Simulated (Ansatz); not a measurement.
Mulliken charges of ClFH₂OSZr, SMILES `[OH][Zr]([F])([SH])[Cl]` from PBE/def2-TZVPP in Ansatz (PBE0-D4/def2-TZVP geometry).

| atom | x (Å) | y (Å) | z (Å) | charge (e) |
| --- | --- | --- | --- | --- |
| O1 | -1.838 | 0.063 | -0.022 | -0.453 |
| Zr2 | 0.006 | -0.229 | 0.255 | 1.086 |
| F3 | 0.482 | -2.056 | 0.072 | -0.331 |
| S4 | 1.130 | 1.067 | -1.480 | -0.332 |
| Cl5 | 0.688 | 0.496 | 2.385 | -0.291 |
| H6 | -2.788 | 0.134 | -0.060 | 0.201 |
| H7 | 2.320 | 0.525 | -1.149 | 0.121 |

Q: By hand: the dipole of these point charges (1 e Å = 4.8032 D).

A: Σ q r = (-0.175, -0.005, -0.091) e Å, of length 0.197 e Å = 0.95 D.

Q: How does the dipole of the full density compare? (Best estimate.)

A: The calculation gave: (-0.456, -0.018, -0.091) e Å, 2.24 D; the point charges give 0.42 times that, at 16° from its direction.

Point charges leave out the atoms' own dipoles, such as those of lone pairs, and Mulliken's split depends on the basis, so the two needn't agree.
